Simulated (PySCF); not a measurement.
Gas-phase reaction: 2 Ge(CH3)4 + H2 = 2 CH3GeH3 + 2 C3H7 (n-propyl)

Method: PySCF energies (xtb for GFN2) plus ideal-gas RRHO corrections (1 bar). † marks an energy on the PBE0/def2-TZVP geometry and frequencies; other levels use their own. 6-31G* has spherical d functions here. Open shells (unrestricted): C3H7 (n-propyl) (multiplicity 2); the rest are closed-shell singlets. GFN2 has no spin-polarisation term. B3LYP is the form with VWN-RPA correlation. Ge: all electrons, no relativistic terms. No R ln 2 is added for the mirror-image form of C3H7 (n-propyl). The harmonic model lacks anharmonicity and excited electronic states, which grow with temperature; levels with a mode under 35 cm⁻¹ are left out. Internal rotation in Ge(CH3)4, CH3GeH3, C3H7 (n-propyl) is treated as a harmonic vibration of one conformer, which makes the entropy rough. Warning, point group unlike the PBE0 one: C3H7 (n-propyl) (GFN2-xTB).

ΔH° and ΔS° at 298 K: B3LYP/6-31G* 413 kJ, 224 J/K; B3LYP/def2-TZVP† 432 kJ, 229 J/K; GFN2-xTB 328 kJ, 223 J/K; HF/def2-TZVP† 308 kJ, 229 J/K.

Problem. With the heat capacities included, give log10 K (1 bar) at 600, 1400, 1600, 1800, 2500 K from B3LYP/6-31G*, B3LYP/def2-TZVP†, GFN2-xTB, HF/def2-TZVP†.

Solution. 
```
T (K)  B3LYP/6-31G*  B3LYP/def2-TZVP†  GFN2-xTB  HF/def2-TZVP†
-----  ------------  ----------------  --------  -------------
600           -24.6             -26.1     -17.3          -15.2
1400           -4.9              -5.5      -1.8           -0.8
1600           -3.1              -3.6      -0.4            0.5
1800           -1.7              -2.1       0.7            1.5
2500            1.3               1.1       3.1            3.7
```
